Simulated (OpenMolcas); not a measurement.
## Ni2+: Racah parameters, worked from levels

```yaml
Program: OpenMolcas
Basis: ANO-RCC-VTZP [6s5p3d2f1g]
Scalar_Hamiltonian: DKH2, point nucleus
Active_space: 8 electrons in 6 orbitals (3d 4s)
State_averaging: 2S+1 = 5 even, 10 roots; 2S+1 = 3 even, 55 roots; 2S+1 = 1 even, 50 roots
Spin-orbit_coupling: RASSI with atomic mean-field integrals over the reference wave functions, term energies averaged over their components
```

Methods: CASSCF; MS-CASPT2, IPEA 0.25 Eh, imaginary shift 0.1 Eh (closed shells correlated: 3s 3p). Measured levels: Corliss and Sugar, J. Phys. Chem. Ref. Data 10, 197 (1981).

**Racah parameters.** Above ³F, d8 has ³P at 15B, ¹G at 12B + 2C and ¹D at 5B + 2C. The first two fix B and C, and the third tests them; where it misses by thousands of cm-1, two parameters do not describe the configuration (Trees and configuration-interaction terms are left out) and B and C hang on the terms chosen. Term energies are centres of gravity, weighted by 2J + 1.

```csv
Source,³P,¹G,B,C,C/B,"¹D from B, C",¹D found
CASSCF,21014,22398,1401,2793,1.99,12591,12683
MS-CASPT2,15852,21758,1057,4538,4.29,14361,12125
measured,15836,22115,1056,4723,4.47,14726,13038
```

Energies in cm-1. From CASSCF to MS-CASPT2, B changes by -24.6 % and C by +62.5 %. Against the measured terms, MS-CASPT2 has B off by +0.1 % and C by -3.9 %.

Term energies are means over components that CASPT2 splits; among the terms shown or strongly mixed into the levels shown the widest spread is 1800 cm-1 (3d⁸ ³F, MS-CASPT2). Without dynamic correlation excited terms often stand tens of per cent too high (terms of higher spin than the ground term too low), and those without a measured partner can miss by more than the paired ones (holds for CASSCF). Some levels mix across a computed gap that differs much from the measured one, so their mixing is not that of the real levels (holds for MS-CASPT2). Computed and measured levels are paired by configuration, term and J; levels that our copy of the source lacks, or whose pairing is in doubt (as where it misses far off the trend of its configuration), stay unpaired and out of the deviations. Only configurations of the active space appear.
